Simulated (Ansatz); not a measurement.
Ansatz results at the PBE0-D4/def2-TZVP geometry: HOMO–LUMO gap (ωB97M-V/def2-TZVPP) 9.96 eV; size of the dipole moment (ωB97M-V/def2-TZVPP) 2.07 D; HOMO energy (ωB97M-V/def2-TZVPP) -9.81 eV.

Each molecule was computed in one conformer, which needn't be the lowest.

Problem. Which molecule gave them?
A. `[CH3][Mg][O][SiH3]`
B. `[NH2][Mg][Cl]`
C. `C[O][Mg][O]C`
D. `CC(C)[O][MgH]`

Solution. A. The others give `C[O][Mg][O]C`: 9.71, 0.00, -9.51; `[NH2][Mg][Cl]`: 9.14, 2.27, -9.08; `CC(C)[O][MgH]`: 10.24, 0.19, -9.51.
